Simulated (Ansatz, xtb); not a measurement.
Species: GaI2, net charge 1, singlet state. SMILES of the parent species: [I][Ga][I]
Coordinates optimised at B3LYP-D3(BJ)/def2-TZVP (Ansatz, a quantum-chemistry and plane-wave program):
```xyz
3

Ga     0.0000     0.0000     0.0000
I      0.0000     0.0000     2.3869
I      0.0000     0.0000    -2.3869
```
Charge +1, spin multiplicity 1.

Harmonic wavenumbers from GFN2-xTB (xtb, at its own minimum), cm⁻¹: 57, 57, 155, 353.

Give the harmonic wavenumbers at B3LYP-D3(BJ)/def2-TZVP (Ansatz, finite differences of forces, unscaled).

67, 67, 170, 377 cm⁻¹. Zero-point energy 1.0 kcal/mol.

From these and the geometry, give the ideal-gas thermochemistry at 298.15 K and 1 atm (rigid rotor, harmonic oscillator).

Point group D∞h, rotational symmetry number 2. Rotational constants 0.3495, 0.3495 GHz. S(trans) 43.22, S(rot) 20.06, S(vib) 11.98, S(elec, spin only) 0.00, S 75.3 cal/(mol K). H(298) - H(0) 3.67 kcal/mol; G - E(el) -17.8 kcal/mol.
